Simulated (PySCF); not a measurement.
H4O2SeSi. Atoms are numbered in the order given.

```xyz
8

Se    -0.1715     0.7449     0.5834
O     -1.8850     0.1500     0.4961
H     -2.1440     0.2073    -0.4472
O      0.7769    -0.7943     0.2444
Si     0.9798    -1.1752    -1.4053
H     -0.3551    -1.2307    -2.1035
H      1.6249    -2.5295    -1.4325
H      1.8516    -0.1660    -2.1011
```
Charge 0, spin multiplicity 1.

Geometry optimised at PBE-D3(BJ)/def2-SVP. The values are those of a single conformer.

These are PBE/def2-TZVP (PySCF) values and carry that method's errors.

Isolated molecule, no solvent.

Computed frontier levels, gap, dipole moment and polarisability:
| Quantity | Result |
|---|---|
| highest occupied level | -5.47 eV |
| lowest empty level | -2.31 eV |
| orbital gap | 3.16 eV |
| dipole moment | 2.07 D |
| quadrupole, principal values (traceless, Buckingham form, about the centre of nuclear charge) | -5.54, 1.39, 4.15 D·Å |
| mean static polarisability | 61.9 bohr³ (9.17 Å³) |
| polarisability, principal values | 50.0, 58.4, 77.2 bohr³ |
